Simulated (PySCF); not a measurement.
FH5OSi3. Atoms are numbered in the order given.

```xyz
10

F     -2.4205    -0.5452     0.0000
Si    -1.0994     0.4402     0.0000
Si     0.7494    -0.0529     1.4074
O      1.7282    -0.1118     0.0000
Si     0.7494    -0.0529    -1.4074
H     -1.6017     1.8610     0.0000
H      1.2593     1.0049     2.3479
H      0.7254    -1.3754     2.1248
H      0.7254    -1.3754    -2.1248
H      1.2593     1.0049    -2.3479
```

Geometry: PBE-D3(BJ)/def2-SVP. This is a generated structure with no PubChem entry under its InChIKey; it may be hypothetical.

Computed with PBE0/pcSseg-1 in PySCF.

GIAO shieldings, no solvent; atoms listed in one row are averaged. δ = σ(ref) − σ: ¹⁹F against CFCl3 (σ = 167.2 ppm); ²⁹Si against TMS (σ = 352.7 ppm); ¹⁷O against H2O (σ = 334.2 ppm); ¹H against TMS (σ = 31.56 ppm), references at their B3LYP-D3(BJ)/def2-TZVP geometries, non-relativistic.

```json
[
 {"nucleus": "¹⁹F", "atoms": "F1", "count": "1", "δ (ppm)": "-238.4"},
 {"nucleus": "²⁹Si", "atoms": "Si2", "count": "1", "δ (ppm)": "60.9"},
 {"nucleus": "²⁹Si", "atoms": "Si3, Si5", "count": "2", "δ (ppm)": "17.8"},
 {"nucleus": "¹⁷O", "atoms": "O4", "count": "1", "δ (ppm)": "52.0"},
 {"nucleus": "¹H", "atoms": "H6", "count": "1", "δ (ppm)": "7.08"},
 {"nucleus": "¹H", "atoms": "H9, H8", "count": "2", "δ (ppm)": "6.34"},
 {"nucleus": "¹H", "atoms": "H10, H7", "count": "2", "δ (ppm)": "6.19"}
]
```
